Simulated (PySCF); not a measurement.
One of the candidates below gave these computed data.

All candidates are C4H8BFO2.

- Polarisability: 66.4 au [PBE0/def2-SVPD]
- 13C NMR: chemical shifts (computed TMS as zero) by class: 116.1 (1 C), 86.6 (1 C), 31.8 (1 C), 12.1 (1 C) ppm [GIAO KT2/pcSseg-1]
- XPS: B1s 197.5, C1s 290.9, C1s 291.2, C1s 292.7, C1s 294.9, O1s 538.9, O1s 539.2, F1s 692.8 eV [ΔSCF SCAN, pcX-2 on the ionised atom, pcseg-1 elsewhere, spin-free X2C]
- 1H NMR: chemical shifts (computed TMS as zero) by class: 5.68 (1 H), 4.32 (1 H), 4.04 (1 H), 1.45 (1 H), 1.18 (3 H), 1.02 (1 H) ppm [GIAO KT2/pcSseg-1]
- Couplings: largest of the computed one-bond spin–spin couplings (means over like bonds): 19F–13C -287.3, 11B–1H +196.5, 13C–1H +186.9, 13C–1H +156.0, 13C–1H +134.0 (×3), 13C–1H +131.0, 13C–1H +129.8, 13C–13C +41.4 Hz [B3LYP/pcJ-1, spin–dipole term left out for some pairs]
- Rotational structure: rotational constants A, B, C: 3.608, 1.574, 1.274 GHz [PBE0-D3(BJ)/def2-SVP]
- UV, first state: lowest singlet excitation: 8.20 eV (151 nm, f = 0.071) [TDDFT PBE0/def2-SVPD]

Gas-phase values; electronic properties from PySCF, density fitting. Levels stand in brackets. Geometry: PBE0-D3(BJ)/def2-SVP, one conformer, isolated molecule. Each NMR value is the plain mean over a class of atoms that symmetry, rotation or inversion makes alike.

Problem. Which candidate is it?
A. `CB1OCC(F)CO1`
B. `CC[C@@H]1OBO[C@H]1F`
C. `CC[C@@H]1OBO[C@@H]1F`
D. `C[C@@]1(CF)COBO1`
E. `OB(O)[C@@H]1CC[C@@H]1F`

Solution. B. It is `CC[C@@H]1OBO[C@H]1F`. Numbering: `[CH3:1][CH2:2][C@@H:3]1[O:4][BH:5][O:6][C@H:7]1[F:8]`. 4 carbons fall into 4 classes; from least to most shielded: sp3 C–F carbon [C7] (116.1 ppm), ring sp3 carbon bound to oxygen [C3] (86.6 ppm), chain CH2 carbon [C2] (31.8 ppm), methyl carbon [C1] (12.1 ppm). Hydrogen classes from least to most shielded: 1 H on an sp3 C–F carbon, C7 (5.68 ppm), 1 H on a three-coordinate boron, B5 (4.32 ppm), 1 H on an sp3 carbon bound to oxygen, C3 (4.04 ppm), 1 H on a chain CH2 carbon, C2 (1.45 ppm), 3 H on a methyl carbon, C1 (1.18 ppm, a mean of values up to 0.7 ppm apart in this geometry), 1 H on a chain CH2 carbon, C2 (1.02 ppm). The couplings run between: -287.3 Hz, alkyl fluorine [F8] and sp3 C–F carbon [C7]; +196.5 Hz, three-coordinate boron [B5] and its hydrogen; +186.9 Hz, sp3 C–F carbon [C7] and its hydrogen; +156.0 Hz, sp3 carbon bound to oxygen [C3] and its hydrogen; +134.0 Hz, methyl carbon [C1] and its hydrogen (with 2 like pairs); +131.0 Hz, chain CH2 carbon [C2] and its hydrogen; +129.8 Hz, chain CH2 carbon [C2] and its hydrogen; +41.4 Hz, sp3 carbon bound to oxygen [C3] and sp3 C–F carbon [C7]. The core levels belong to: B1s 197.5 eV, three-coordinate boron [B5]; C1s 290.9 eV, methyl carbon [C1]; C1s 291.2 eV, chain CH2 carbon [C2]; C1s 292.7 eV, sp3 carbon bound to oxygen [C3]; C1s 294.9 eV, sp3 C–F carbon [C7]; O1s 538.9 eV, boron-bound oxygen [O4]; O1s 539.2 eV, boron-bound oxygen [O6]; F1s 692.8 eV, alkyl fluorine [F8]. The optimised geometry has point group C1 and is an asymmetric top.

The others, at the same levels:
- `CB1OCC(F)CO1` fails: it has 3 carbon classes against 4; its computed 13C shifts are 84.5 (1 C), 67.2 (2 C), -3.7 (1 C) ppm, core binding energies are B1s 197.0, C1s 290.0, C1s 292.7 (×2), C1s 293.4, O1s 538.7 (×2), F1s 692.9 eV and 1H shifts are 4.46 (1 H), 4.17 (2 H), 3.77 (2 H), 0.13 (3 H) ppm.
- `OB(O)[C@@H]1CC[C@@H]1F` fails: its computed 13C shifts are 93.4 (1 C), 35.7 (1 C), 31.2 (1 C), 16.8 (1 C) ppm, core binding energies are B1s 197.1, C1s 290.3, C1s 290.8, C1s 290.9, C1s 293.0, O1s 538.9 (×2), F1s 692.5 eV and 1H shifts are 5.14 (1 H), 4.76 (2 H), 2.29 (1 H), 2.11 (1 H), 2.10 (1 H), 1.83 (1 H), 1.55 (1 H) ppm.
- `CC[C@@H]1OBO[C@@H]1F` fails: its computed 13C shifts are 112.0 (1 C), 85.0 (1 C), 25.5 (1 C), 13.1 (1 C) ppm, 1H shifts are 6.00 (1 H), 4.36 (1 H), 3.89 (1 H), 1.64 (1 H), 1.48 (1 H), 1.21 (3 H) ppm and lowest singlet excitation is 7.94 eV (156 nm, f = 0.054) (against 8.20 eV).
- `C[C@@]1(CF)COBO1` fails: its computed 13C shifts are 87.5 (1 C), 80.8 (1 C), 75.7 (1 C), 24.1 (1 C) ppm, core binding energies are B1s 197.2, C1s 291.1, C1s 292.5, C1s 292.7, C1s 293.3, O1s 538.8, O1s 538.8, F1s 692.8 eV and 1H shifts are 4.32 (1 H), 4.15 (1 H), 4.10 (1 H), 4.08 (1 H), 3.71 (1 H), 1.42 (3 H) ppm.

Each candidate is one conformer, not necessarily the lowest. The conformers computed, where there is a choice (atom-mapped SMILES and torsion angles):
- `[CH3:1][CH2:2][C@@H:3]1[O:4][BH:5][O:6][C@H:7]1[F:8]`: C1–C2–C3–O4 -59°
- `[OH:1][B:2]([OH:3])[C@@H:4]1[CH2:5][CH2:6][C@@H:7]1[F:8]`: O1–B2–C4–C5 -63°, H–O1–B2–O3 1°, H–O3–B2–O1 178°
- `[CH3:1][CH2:2][C@@H:3]1[O:4][BH:5][O:6][C@@H:7]1[F:8]`: C1–C2–C3–O4 -60°
- `[CH3:1][C@@:2]1([CH2:3][F:4])[CH2:5][O:6][BH:7][O:8]1`: C1–C2–C3–F4 61°

The conformers of `CB1OCC(F)CO1` aren't listed.

One-bond C–F couplings are unscaled; at this level they come out some 30 % too large in size.
